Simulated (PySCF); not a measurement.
BiF3, SMILES [F][Bi]([F])[F] (connectivity only; charge and spin as stated), charge -1, multiplicity 2.

Coordinates come from a B3LYP-D3(BJ)/def2-SVPD optimisation. The multiplicity is an assumed one; other spin states were not compared. The isomer is the one that the SMILES or the coordinates give; other isomers of the formula were not compared. The def2 effective core potentials stand for the cores of Bi; spin–orbit coupling is left out.

Two levels are set side by side: PBE/def2-TZVPD (PySCF) and r2SCAN/def2-TZVPD (PySCF). Same geometry, gas phase. Differences are taken from unrounded values.

```csv
quantity,r2SCAN
α-spin orbital gap (eV),3.30
β-spin orbital gap (eV),3.90
mean polarisability (bohr³),63.3
```

Problem. What does PBE give, and how far is it from r2SCAN? (An estimate is asked for; the answer gives what the named calculation found.)

Solution. 
```json
[
 {"quantity": "α-spin orbital gap (eV)", "PBE": "2.69", "PBE minus r2SCAN": "-0.61"},
 {"quantity": "β-spin orbital gap (eV)", "PBE": "3.40", "PBE minus r2SCAN": "-0.50"},
 {"quantity": "mean polarisability (bohr³)", "PBE": "67.5", "PBE minus r2SCAN": "4.2"}
]
```

Rough cost on one machine, each run with all the roots and properties that it gave: r2SCAN against PBE within a factor of 2.
